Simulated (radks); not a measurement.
The numbers below are computed, except where a source is named.
Problem. The iridium ion Ir4.25+, 72.75 electrons, occupied as [Kr] 4d10 4f14 5s2 5d(up 3, down 3) 5p(up 2.5, down 2.25) (fractional occupations, a model configuration). Code: a radial shooting solver on a logarithmic mesh with Libxc functionals. Model: scalar-relativistic Kohn-Sham, LDA (Slater exchange, Perdew-Wang correlation), spin-polarised, spherical densities, point nucleus. Some entries of the table are withheld. Estimate them.

orbital,occ.,eigenvalue (Ry),<r> (bohr),<r^2> (bohr^2)
1s up,1,-5595.690,0.01744,0.0004198
1s down,1,-5595.687,0.01744,0.0004198
2s up,1,-982.3474,0.07364,0.006422
2s down,1,-982.3459,0.07364,0.006422
2p up,3,-854.2191,0.06626,0.005366
2p down,3,-854.2170,0.06626,0.005366
3s up,1,-232.8537,0.1906,0.04154
3s down,1,-232.8521,0.1906,0.04154
3p up,3,-195.3966,0.1914,0.04248
3p down,3,-195.3948,0.1914,0.04248
3d up,5,-154.1154,0.1733,0.03518
3d down,5,-154.1136,0.1733,0.03518
4s up,1,-52.82727,0.4235,0.2025
4s down,1,-52.82431,0.4235,0.2025
4p up,3,-40.53805,0.4508,0.2310
4p down,3,-40.53481,0.4507,0.2310
4d up,5,-25.44727,0.4784,0.2648
4d down,5,-25.44337,0.4784,0.2647
5s up,1,-11.16609,0.9659,1.045
5s down,1,-11.14976,0.9659,1.045
4f up,7,(1),0.5324,(2)
4f down,7,(3),0.5322,(4)
5p up,2.5,-7.89871,1.105,1.374
5p down,2.25,-7.88263,1.105,1.376
5d up,3,-4.11331,1.446,2.389
5d down,3,-4.10120,1.448,2.396

Solution. 
(1) 4f up eigenvalue (Ry): -8.65121
(2) 4f up <r^2> (bohr^2): 0.3460
(3) 4f down eigenvalue (Ry): -8.64568
(4) 4f down <r^2> (bohr^2): 0.3456
